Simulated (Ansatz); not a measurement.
One change: `OP1O[SiH2]1` becomes `O1[SiH2]P1`.

Ansatz, PBE0-D4/def2-TZVP geometries, multiplicity 1. Each molecule was computed in one conformer, which needn't be the lowest.

```
                                          property  `OP1O[SiH2]1`
size of the dipole moment (ωB97M-V/def2-TZVPP) / D           1.00
               LUMO energy (B3LYP/def2-TZVPP) / eV          -2.00
    size of the dipole moment (PBE/def2-TZVPP) / D           1.01
              HOMO–LUMO gap (PBE0/def2-TZVPP) / eV           4.84
               HOMO–LUMO gap (PBE/def2-TZVPP) / eV           3.01
    zero-point energy (PBE0-D4/def2-TZVP) / kJ/mol           92.0
```

Task: What does the change do to each property? (Best estimate.)

Result: The calculation gave: 
```json
{"property": "size of the dipole moment (ωB97M-V/def2-TZVPP) / D", "`O1[SiH2]P1`": "1.88", "shift": "0.88"}
{"property": "LUMO energy (B3LYP/def2-TZVPP) / eV", "`O1[SiH2]P1`": "-1.23", "shift": "0.77"}
{"property": "size of the dipole moment (PBE/def2-TZVPP) / D", "`O1[SiH2]P1`": "1.64", "shift": "0.63"}
{"property": "HOMO–LUMO gap (PBE0/def2-TZVPP) / eV", "`O1[SiH2]P1`": "6.22", "shift": "1.38"}
{"property": "HOMO–LUMO gap (PBE/def2-TZVPP) / eV", "`O1[SiH2]P1`": "4.26", "shift": "1.25"}
{"property": "zero-point energy (PBE0-D4/def2-TZVP) / kJ/mol", "`O1[SiH2]P1`": "79.1", "shift": "-12.9"}
```

With PBE0 the HOMO falls by 0.57 eV and the LUMO rises by 0.81 eV, so the gap widens by about 1.38 eV. PBE moves the HOMO by -0.54 eV and ωB97M-V by -0.58 eV. The zero-point energy changes by -12.9 kJ/mol with -3 modes. Dipoles are sizes alone; their direction can turn.

B3LYP here is the variant with VWN-RPA as its local correlation; programs differ in this.
